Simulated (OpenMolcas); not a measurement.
# Tc V: effect of the basis set

```
Program             : OpenMolcas 26.06
Method              : RASSCF
Active space        : 9 electrons in 8 orbitals (RAS1 4p, at most 2 holes; RAS2 4d)
State averaging     : 2S+1 = 4 even, 10 roots; 2S+1 = 2 even, 40 roots
Spin-orbit coupling : state interaction with AMFI integrals over the reference wave functions, term energies averaged over their components
```

A. ANO-R2 [7s5p4d2f1g], X2C, finite nucleus; cost of the order of 23 core-seconds
B. ANO-RCC-VTZP [7s6p4d2f1g], DKH2, point nucleus; cost about 30 core-seconds
C. ANO-RCC-VQZP [8s7p5d3f2g1h], DKH2, point nucleus; cost roughly 24 core-seconds

Energies in cm-1 above 4d3 4F 3/2.

| Level | A | B | C |
| --- | --- | --- | --- |
| 4d3 4F 3/2 | 0.0 | 0.0 | 0.0 |
| 4d3 4F 5/2 | 1092 | 1096 | 1061 |
| 4d3 4F 7/2 | 2459 | 2467 | 2393 |
| 4d3 4F 9/2 | 3997 | 4009 | 3899 |
| 4d3 4P 3/2 | 14001 | 13959 | 14109 |
| 4d3 4P 1/2 | 14042 | 14005 | 14131 |
| 4d3 4P 5/2 | 15772 | 15741 | 15813 |
| 4d3 2G 7/2 | 16434 | 16384 | 16556 |
| 4d3 2G 9/2 | 17473 | 17423 | 17586 |
| 4d3 2P 1/2 | 19663 | 19604 | 19781 |
| 4d3 2D 5/2(1) | 22596 | 22530 | 22717 |
| 4d3 2H 9/2 | 22830 | 22771 | 22953 |
| 4d3 2H 11/2 | 23357 | 23295 | 23489 |
| 4d3 2F 7/2 | 34520 | 34419 | 34745 |
| 4d3 2F 5/2 | 34954 | 34853 | 35177 |
| 4d3 2D 5/2(2) | 51068 | 50901 | 51428 |
| 4d3 2D 3/2(2) | 51682 | 51517 | 52034 |

Among A to C the level of the table that moves most is 4d3 2D 5/2(2), by 530 cm-1 (lowest in B, highest in C).

Without dynamic correlation excited terms often stand tens of per cent too high (terms of higher spin than the ground term too low), and those without a measured partner can miss by more than the paired ones. Active for correlation alone: 4p; no level in the range computed is led by a configuration that opens it, so any true level of that kind is missing. Only configurations of the active space appear. Levels that lie high or do not pair safely by name in every column are left out.

A number in round brackets counts repeated terms of one configuration in the order of the reference energies.
